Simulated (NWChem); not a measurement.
System: BH$_{2}$F; SMILES BF

```xyz
4

B      0.0000     0.0000     0.6748
H      0.0000    -1.0578     1.2336
H      0.0000     1.0578     1.2336
F      0.0000     0.0000    -0.6490
```
Atoms are numbered in this order, from 1.

Results from NWChem. Medium grid unless said otherwise, to which SCAN and Minnesota functionals are sensitive. All runs use the structure optimised with B3LYP/6-31G* (spherical d). Total energies of different functionals are on different scales.

| level | energy (Ha) | highest occupied level (eV) | orbital gap (eV) | dipole (D) |
|---|---|---|---|---|
| B3LYP/def2-SVP | -125.8323 | -9.03 | 7.76 | 0.60 |
| PBE/def2-SVP | -125.6782 | -7.62 | (withheld) | 0.44 |
| RPBE/def2-SVP | -125.8136 | -7.62 | 5.61 | 0.43 |
| MN15/def2-SVP | -125.7010 | -9.95 | 9.49 | 0.58 |
| LC-BLYP (range parameter 0.33 per bohr)/def2-SVP | -125.5679 | -11.53 | 12.59 | 0.55 |
| M05-2X/def2-SVP | -125.8082 | -10.85 | 11.11 | 0.78 |
| BHandHLYP/def2-SVP | -125.7769 | -10.84 | 10.90 | 0.80 |
| LRC-wPBEh/def2-SVP | -125.7031 | -11.16 | 11.91 | 0.62 |

Fill in the missing entries.


- PBE/def2-SVP, orbital gap (eV): 5.53
